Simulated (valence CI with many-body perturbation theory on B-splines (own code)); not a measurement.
**Energy levels of W3+**

Calculated by valence CI with perturbative core correlation (CI+MBPT): three valence electrons over a frozen Dirac-Fock core [Xe] 4f14, a basis of 9 s, 9 p, 10 d, 8 f, 5 g, 3 h, 1 i functions for each j, with the one-electron correlation potential Σ1 (screened to all orders), the two-electron term Σ2, the three-electron term Σ3, Breit, model QED; selected single and double excitations, second order for the rest, scaled by the run's own slope (own B-spline code, finite nucleus).

Against 58 measured levels this calculation errs by 1248 cm⁻¹ on average and by 2882 at most. These come from a selection out of J. Phys. B 45, 035001 (2012). Levels without a partner in it may be off by more, other configurations by 1,000 to 8,000 cm⁻¹. 6 measured levels below the end of the list, from 46088 cm⁻¹ on, found no clear computed partner, and computed levels of the same name lie up to 1334 cm⁻¹ from them.

Levels 1 to 45 of 65, with energies above the lowest level, 5d³ ⁴F_3/2. "Leading %" is the weight of the configuration and term that name the level; weights of strongly mixed levels are sums over their largest components and can fall short. In the jj column 3d3/2^4 stands for four electrons in 3d with j = 3/2. Lifetimes count E1, E2, E3, M1 and M2 decay at the calculated energies, and are blank where another channel may lead or the interval is too uncertain; long ones can be off by a factor of two.

| No. | Configuration | Term | J | E (eV) | Leading % | Leading jj | Lifetime |
| --- | --- | --- | --- | --- | --- | --- | --- |
| 1 | 5d³ | ⁴F | 3/2 | 0.000 | 88 | 5d3/2^3 (65 %) |  |
| 2 | 5d³ | ⁴F | 5/2 | 0.429 | 96 | 5d3/2^2 5d5/2 (88 %) | 614 ms |
| 3 | 5d³ | ⁴F | 7/2 | 0.827 | 91 | 5d3/2 5d5/2^2 (54 %) | 781 ms |
| 4 | 5d³ | ⁴F | 9/2 | 1.147 | 73 | 5d3/2^2 5d5/2 (47 %) | 2.62 s |
| 5 | 5d³ | ⁴P | 3/2 | 1.329 | 42 | 5d3/2^2 5d5/2 (72 %) | 267 ms |
| 6 | 5d³ | ⁴P | 1/2 | 1.518 | 60 | 5d3/2^2 5d5/2 (97 %) | 1.35 s |
| 7 | 5d³ | ²G | 7/2 | 1.917 | 88 | 5d3/2 5d5/2^2 (60 %) | 124 ms |
| 8 | 5d³ | ²H | 9/2 | 2.022 | 55 | 5d3/2^2 5d5/2 (51 %) | 165 ms |
| 9 | 5d³ | ⁴P | 5/2 | 2.181 | 90 | 5d3/2 5d5/2^2 (64 %) | 274 ms |
| 10 | 5d³ | ²P | 1/2 | 2.339 | 56 | 5d3/2 5d5/2^2 (95 %) | 163 ms |
| 11 | 5d³ | ⁴P | 3/2 | 2.354 | 46 | 5d3/2 5d5/2^2 (89 %) | 60.4 ms |
| 12 | 5d³ | ²H | 11/2 | 2.772 | 99 | 5d3/2 5d5/2^2 (99 %) | 374 ms |
| 13 | 5d³ | ²D | 5/2 | 2.899 | 82 | 5d3/2 5d5/2^2 (60 %) | 95.2 ms |
| 14 | 5d³ | ²G | 9/2 | 3.004 | 52 | 5d5/2^3 (69 %) | 79.8 ms |
| 15 | 5d³ | ²P | 3/2 | 3.191 | 47 | 5d5/2^3 (79 %) | 64.3 ms |
| 16 | 5d³ | ²F | 5/2 | 3.565 | 80 | 5d3/2 5d5/2^2 (40 %) | 167 ms |
| 17 | 5d³ | ²F | 7/2 | 3.617 | 90 | 5d3/2 5d5/2^2 (79 %) | 154 ms |
| 18 | 5d²6s | ⁴F | 3/2 | 4.238 | 94 | 5d3/2^2 6s (83 %) | 30.2 ms |
| 19 | 5d²6s | ⁴F | 5/2 | 4.533 | 89 | 5d3/2^2 6s (53 %) | 25.8 ms |
| 20 | 5d²6s | ⁴F | 7/2 | 5.018 | 96 | 5d3/2 5d5/2 6s (90 %) | 21.1 ms |
| 21 | 5d³ | ²D | 5/2 | 5.534 | 84 | 5d5/2^3 (44 %) | 23.5 ms |
| 22 | 5d²6s | ⁴F | 9/2 | 5.540 | 95 | 5d5/2^2 6s (61 %) | 18.5 ms |
| 23 | 5d³ | ²D | 3/2 | 5.592 | 96 | 5d3/2 5d5/2^2 (82 %) | 31.8 ms |
| 24 | 5d²6s | ⁴P | 1/2 | 5.894 | 95 | 5d3/2^2 6s (60 %) | 8.01 ms |
| 25 | 5d²6s | ²F | 5/2 | 5.937 | 37 | 5d3/2 5d5/2 6s (57 %) | 11.9 ms |
| 26 | 5d²6s | ⁴P | 3/2 | 6.156 | 89 | 5d3/2 5d5/2 6s (96 %) | 8.60 ms |
| 27 | 5d²6s | ⁴P | 5/2 | 6.336 | 47 | 5d3/2 5d5/2 6s (86 %) | 9.56 ms |
| 28 | 5d²6s | ²D | 3/2 | 6.678 | 72 | 5d3/2 5d5/2 6s (56 %) | 10.4 ms |
| 29 | 5d²6s | ²F | 7/2 | 6.760 | 65 | 5d3/2 5d5/2 6s (75 %) | 11.1 ms |
| 30 | 5d²6s | ²D | 5/2 | 7.234 | 57 | 5d5/2^2 6s (92 %) | 9.00 ms |
| 31 | 5d²6s | ²G | 9/2 | 7.304 | 93 | 5d3/2 5d5/2 6s (59 %) | 9.93 ms |
| 32 | 5d²6s | ²G | 7/2 | 7.459 | 70 | 5d5/2^2 6s (68 %) | 9.06 ms |
| 33 | 5d²6s | ²P | 1/2 | 7.666 | 87 | 5d3/2 5d5/2 6s (70 %) | 9.67 ms |
| 34 | 5d²6s | ²P | 3/2 | 8.287 | 82 | 5d5/2^2 6s (63 %) | 8.41 ms |
| 35 | 5d²6s | ²S | 1/2 | 9.979 | 91 | 5d5/2^2 6s (81 %) | 4.22 ms |
| 36 | 5d²6p | ⁴G° | 5/2 | 10.745 | 63 | 5d3/2^2 6p1/2 (93 %) | 1.44 ns |
| 37 | 5d6s² | ²D | 3/2 | 11.149 | 92 | 5d3/2 6s^2 (92 %) | 992 μs |
| 38 | 5d²6p | ⁴F° | 3/2 | 11.289 | 51 | 5d3/2^2 6p1/2 (82 %) | 562 ps |
| 39 | 5d²6p | ⁴G° | 7/2 | 11.671 | 77 | 5d3/2 5d5/2 6p1/2 (88 %) | 1.13 ns |
| 40 | 5d²6p | ⁴F° | 5/2 | 11.867 | 40 | 5d3/2 5d5/2 6p1/2 (94 %) | 650 ps |
| 41 | 5d6s² | ²D | 5/2 | 12.083 | 93 | 5d5/2 6s^2 (93 %) | 447 μs |
| 42 | 5d²6p | ⁴D° | 1/2 | 12.380 | 63 | 5d3/2^2 6p1/2 (54 %) | 371 ps |
| 43 | 5d²6p | ⁴F° | 5/2 | 12.393 | 37 | 5d3/2^2 6p3/2 (57 %) | 628 ps |
| 44 | 5d²6p | ⁴G° | 9/2 | 12.434 | 53 | 5d3/2 5d5/2 6p1/2 (48 %) | 826 ps |
| 45 | 5d²6p | ²D° | 3/2 | 12.547 | 51 | 5d3/2^2 6p3/2 (73 %) | 529 ps |

Names give the largest LS component (configuration and term), which can be under half, so a name can repeat, a term be missing and a line seem to break the LS rules; names also repeat where a configuration has a term twice.

The ionisation energy to 5d² ³F2 of the next ion comes out as 37.938 eV (NIST: 38.2 ± 0.4 eV (semi-empirical)). All 65 levels together are meant to be complete up to 14.426 eV.
